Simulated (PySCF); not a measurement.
First SCF of a structure search on singlet RuBr2, at a hand-made bent geometry. PySCF input:

```python
from pyscf import gto, scf, dft
mol = gto.M(atom='''
Ru     0.000000     0.000000     0.000000
Br     1.957800     0.000000     1.370800
Br    -1.957800     0.000000     1.370800''',
    basis={'Ru': 'def2-TZVP', 'Br': 'def2-TZVP'},
    ecp={'Ru': 'def2-TZVP'},
    charge=0, spin=0)
mf = dft.RKS(mol, xc='PBE0')
mf.grids.atom_grid = (50, 194)
aux = {'Ru': 'def2-universal-JKFIT', 'Br': 'def2-universal-JKFIT'}
mf = mf.density_fit(auxbasis=aux)
mf.conv_tol = 1e-08
mf.diis_space = 10
mf.max_cycle = 60
mf.init_guess = 'minao'
mf.verbose = 4
mf.kernel()
```

Excerpt of the output (cycles and frontier levels):

```
init E= -5232.73144848331
cycle= 1 E= -5240.69413395611  delta_E= -7.96  |g|= 2.83  |ddm|= 4.36
  HOMO = 0.111716596188435  LUMO = 0.132521535495642  gap/eV = 0.56613
cycle= 2 E= -5229.02072559882  delta_E= 11.7  |g|= 5.03  |ddm|= 12.6
  HOMO = -0.394193219967651  LUMO = -0.359154179098218  gap/eV = 0.95346
cycle= 3 E= -5241.34909296816  delta_E= -12.3  |g|= 2.13  |ddm|= 12.6
  HOMO = -0.265389787541797  LUMO = -0.234563562018363  gap/eV = 0.83882
cycle= 4 E= -5242.54274359144  delta_E= -1.19  |g|= 0.402  |ddm|= 1.55
  HOMO = -0.226499743046206  LUMO = -0.152542314499218  gap/eV = 2.01248
cycle= 5 E= -5242.56951333822  delta_E= -0.0268  |g|= 0.219  |ddm|= 0.628
  HOMO = -0.250165409653985  LUMO = -0.175117406932078  gap/eV = 2.04216
cycle= 6 E= -5242.58183497925  delta_E= -0.0123  |g|= 0.0643  |ddm|= 0.247
  HOMO = -0.252836349794839  LUMO = -0.176436821689242  gap/eV = 2.07894
cycle= 7 E= -5242.58235737246  delta_E= -0.000522  |g|= 0.00663  |ddm|= 0.0393
  HOMO = -0.251990484653112  LUMO = -0.175270746169087  gap/eV = 2.08765
cycle= 8 E= -5242.58237345899  delta_E= -1.61e-05  |g|= 0.0029  |ddm|= 0.0104
  HOMO = -0.252020570276149  LUMO = -0.175249633954601  gap/eV = 2.08904
cycle= 9 E= -5242.58237535844  delta_E= -1.9e-06  |g|= 0.00212  |ddm|= 0.0038
  HOMO = -0.252036934033987  LUMO = -0.175219173362255  gap/eV = 2.09032
cycle= 10 E= -5242.58237592835  delta_E= -5.7e-07  |g|= 0.00177  |ddm|= 0.00169
  HOMO = -0.252168859301883  LUMO = -0.175332187349228  gap/eV = 2.09083
cycle= 11 E= -5242.5823767576  delta_E= -8.29e-07  |g|= 0.000142  |ddm|= 0.00138
  HOMO = -0.252177577869416  LUMO = -0.175329546514184  gap/eV = 2.09114
cycle= 12 E= -5242.58237676456  delta_E= -6.96e-09  |g|= 4.21e-05  |ddm|= 0.000166
  HOMO = -0.252164358230988  LUMO = -0.175316196063562  gap/eV = 2.09115
Extra cycle  E= -5242.58237676098  delta_E= 3.58e-09  |g|= 0.000127  |ddm|= 0.000116
converged SCF energy = -5242.58237676098
```

This is not the lowest solution: another start and a stability analysis within the same restricted form found one 6.8 kJ/mol lower, at -5242.58497 Eh.

At the minimum of this search the closed-shell solution is unstable towards spin polarisation, so a lower open-shell solution exists.

The search for the lowest solution, 3 starts and the stability check together, took 20 s on 4 threads of a shared Arm Neoverse V1 host, with 136 basis functions; the process peaked at 0.57 GiB. Launch command: `OMP_NUM_THREADS=4 python axn.py task.json out`.
